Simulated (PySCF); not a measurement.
Ground-state electric properties of a mixed set of molecules.

All values: CAM-B3LYP/def2-SVPD (PySCF) at GFN2-xTB geometries, gas phase, one conformer each. Core orbitals are frozen in the response; Δα² is half the sum of the squared differences of the principal polarisabilities.

Question: Rank by dipole moment, highest first.
A. `[CH2:1]=[CH:2][C@H:3]1[SiH2:4][C@@H:5]([SiH3:6])[SiH2:7]1` with C1–C2–C3–Si4 127°
B. `[N:1]#[C:2][SiH2:3][SiH2:4][SiH2:5][CH:6]([Cl:7])[Cl:8]` with C2–Si3–Si4–Si5 24°, Si3–Si4–Si5–C6 23°, Si4–Si5–C6–Cl7 163°
C. `[N:1]#[C:2][C:3]1([O:4][SiH2:5][OH:6])[CH2:7][CH2:8]1` with C2–C3–O4–Si5 -87°, C3–O4–Si5–O6 -57°, O4–Si5–O6–H -178°
D. `[SiH3]c1nnco1`
E. `[CH:1]#[C:2][CH2:3][P:4]([CH3:5])([CH3:6])=[O:7]` with C2–C3–P4–C5 56°
F. `[SiH3:1][C:2]#[C:3][SiH2:4][CH2:5][CH2:6][SiH3:7]` with C3–Si4–C5–C6 53°, Si4–C5–C6–Si7 179°

Answer: C (4.36 D), B (4.17 D), E (3.97 D), D (3.20 D), A (0.88 D), F (0.06 D).

Question: Rank by HOMO–LUMO gap, highest first.
A. `C=C[C@H]1[SiH2][C@@H]([SiH3])[SiH2]1`
B. `C(#C[SiH2]CC[SiH3])[SiH3]`
C. `C[Si](C)(N)N`
D. `N#CC1(O[SiH2]O)CC1`
E. `N#C[SiH2][SiH2][SiH2]C(Cl)Cl`
F. `CP(=O)(CC#C)C`

Answer: D (10.07 eV), F (9.89 eV), B (9.64 eV), C (9.48 eV), E (9.19 eV), A (8.48 eV).

Question: Rank by polarisability anisotropy Δα, lowest first.
A. `[N:1]#[C:2][C:3]1([O:4][SiH2:5][OH:6])[CH2:7][CH2:8]1` with C2–C3–O4–Si5 -87°, C3–O4–Si5–O6 -57°, O4–Si5–O6–H -178°
B. `[CH:1]#[C:2][CH2:3][P:4]([CH3:5])([CH3:6])=[O:7]` with C2–C3–P4–C5 56°
C. `[CH2:1]=[CH:2][C@H:3]1[SiH2:4][C@@H:5]([SiH3:6])[SiH2:7]1` with C1–C2–C3–Si4 127°
D. `[SiH3]C1=NN=CO1`
E. `[CH:1]#[C:2][SiH2:3][SiH2:4][SiH2:5][CH2:6][CH3:7]` with C2–Si3–Si4–Si5 -58°, Si3–Si4–Si5–C6 60°, Si4–Si5–C6–C7 -175°
F. `[SiH3:1][C:2]#[C:3][SiH2:4][CH2:5][CH2:6][SiH3:7]` with C3–Si4–C5–C6 53°, Si4–C5–C6–Si7 179°

Answer: A (2.35 Å³), B (3.33 Å³), D (4.52 Å³), E (5.78 Å³), C (6.50 Å³), F (7.32 Å³).

All values together:

```json
{"SMILES": "N#C[SiH2][SiH2][SiH2]C(Cl)Cl", "formula": "C2H7Cl2NSi3", "μ (D)": "4.17", "HOMO (eV)": "-9.58", "LUMO (eV)": "-0.39", "α (Å³)": "20.22", "Δα (Å³)": "5.76", "electrons": "102", "α per electron (Å³)": "0.198"}
{"SMILES": "[SiH3]C#C[SiH2]CC[SiH3]", "formula": "C4H12Si3", "μ (D)": "0.06", "HOMO (eV)": "-9.11", "LUMO (eV)": "0.53", "α (Å³)": "19.25", "Δα (Å³)": "7.32", "electrons": "78", "α per electron (Å³)": "0.247"}
{"SMILES": "[SiH3]c1nnco1", "formula": "C2H4N2OSi", "μ (D)": "3.20", "HOMO (eV)": "-9.52", "LUMO (eV)": "0.12", "α (Å³)": "9.36", "Δα (Å³)": "4.52", "electrons": "52", "α per electron (Å³)": "0.180"}
{"SMILES": "C[Si](C)(N)N", "formula": "C2H10N2Si", "μ (D)": "0.32", "HOMO (eV)": "-8.48", "LUMO (eV)": "1.01", "α (Å³)": "9.98", "Δα (Å³)": "0.83", "electrons": "50", "α per electron (Å³)": "0.200"}
{"SMILES": "C#C[SiH2][SiH2][SiH2]CC", "formula": "C4H12Si3", "μ (D)": "0.83", "HOMO (eV)": "-9.13", "LUMO (eV)": "0.48", "α (Å³)": "19.53", "Δα (Å³)": "5.78", "electrons": "78", "α per electron (Å³)": "0.250"}
{"SMILES": "N#CC1(O[SiH2]O)CC1", "formula": "C4H7NO2Si", "μ (D)": "4.36", "HOMO (eV)": "-9.47", "LUMO (eV)": "0.59", "α (Å³)": "11.53", "Δα (Å³)": "2.35", "electrons": "68", "α per electron (Å³)": "0.170"}
{"SMILES": "C#CCP(C)(C)=O", "formula": "C5H9OP", "μ (D)": "3.97", "HOMO (eV)": "-8.87", "LUMO (eV)": "1.03", "α (Å³)": "12.25", "Δα (Å³)": "3.33", "electrons": "62", "α per electron (Å³)": "0.198"}
{"SMILES": "C=C[C@H]1[SiH2][C@@H]([SiH3])[SiH2]1", "formula": "C4H12Si3", "μ (D)": "0.88", "HOMO (eV)": "-8.00", "LUMO (eV)": "0.48", "α (Å³)": "18.83", "Δα (Å³)": "6.50", "electrons": "78", "α per electron (Å³)": "0.241"}
```

Conformers: `[N:1]#[C:2][SiH2:3][SiH2:4][SiH2:5][CH:6]([Cl:7])[Cl:8]` with C2–Si3–Si4–Si5 24°, Si3–Si4–Si5–C6 23°, Si4–Si5–C6–Cl7 163°; `[SiH3:1][C:2]#[C:3][SiH2:4][CH2:5][CH2:6][SiH3:7]` with C3–Si4–C5–C6 53°, Si4–C5–C6–Si7 179°; `[CH3:1][Si:2]([CH3:3])([NH2:4])[NH2:5]` with C1–Si2–N4–H -72° and 64°, C1–Si2–N5–H -173° and 52°; `[CH:1]#[C:2][SiH2:3][SiH2:4][SiH2:5][CH2:6][CH3:7]` with C2–Si3–Si4–Si5 -58°, Si3–Si4–Si5–C6 60°, Si4–Si5–C6–C7 -175°; `[N:1]#[C:2][C:3]1([O:4][SiH2:5][OH:6])[CH2:7][CH2:8]1` with C2–C3–O4–Si5 -87°, C3–O4–Si5–O6 -57°, O4–Si5–O6–H -178°; `[CH:1]#[C:2][CH2:3][P:4]([CH3:5])([CH3:6])=[O:7]` with C2–C3–P4–C5 56°; `[CH2:1]=[CH:2][C@H:3]1[SiH2:4][C@@H:5]([SiH3:6])[SiH2:7]1` with C1–C2–C3–Si4 127°.

Question: How closely does the mean polarisability follow the number of electrons in this set?

Answer: The correlation coefficient is 0.89; α per electron runs from 0.170 to 0.250 Å³.
